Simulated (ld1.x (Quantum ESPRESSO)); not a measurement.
**Zr (Z = 40): TM pseudisation with PBEsol, scalar-relativistic reference atom.**

- Element: zirconium (Zr)
- Generator: ld1.x (Quantum ESPRESSO) 7.5
- Type: norm-conserving Troullier–Martins (Kleinman–Bylander form)
- Functional: PBEsol
- Relativity: scalar-relativistic
- Frozen core: [Kr]
- Valence charge: 4
- Reference configuration: 4d1 5s0 5p0 (charge +3)
- Partial waves: 5s (bound, empty): rc 2.40 bohr; 5p (bound, empty): rc 2.55 bohr; 4d (bound): rc 1.45 bohr
- Local potential: all-electron potential smoothed inside 1.55 bohr (lloc = -1)
- Core correction: Bessel-smoothed model core, default radius (core density twice the valence density)

All-electron outer shells of the reference configuration (PBEsol, scalar-relativistic, ld1.x):

```tsv
shell	level (eV)	outermost node (bohr)	outermost maximum (bohr)
4p	-59.14	0.56	1.17
4d	-28.16	0.58	1.49
5s	-24.09	1.43	2.68
5p	-18.75	1.60	3.11
```

Question: Estimate the cutoffs (Ry, on a coarse ladder) from which the occupation-weighted sum of valence levels, in a spherical-Bessel basis at the reference potential, stays within 10 and 1 mRy of its value at 400 Ry.

Answer: 30 Ry and 50 Ry.

Question: Does the potential have ghost states?

Answer: Ghost states, extra bound levels that the all-electron valence spectrum of the same l lacks: s at -110.0 eV, p at -41.2 eV. A true bound ghost makes a file unfit for plane-wave use.

Question: Tests: 4d2 5s2 5p0; 4d2 5s1 5p0; 4d2 5s0 5p0; 4d1 5s2 5p0; 4d2 5s1 5p1; 4d2.5 5s1.5 5p0; 4d3 5s1 5p0. Which has the largest error in its energy relative to the reference configuration, and how large is it?

Answer: 4d3 5s1 5p0, with -400 meV (all-electron minus pseudo) on -41.46 eV.
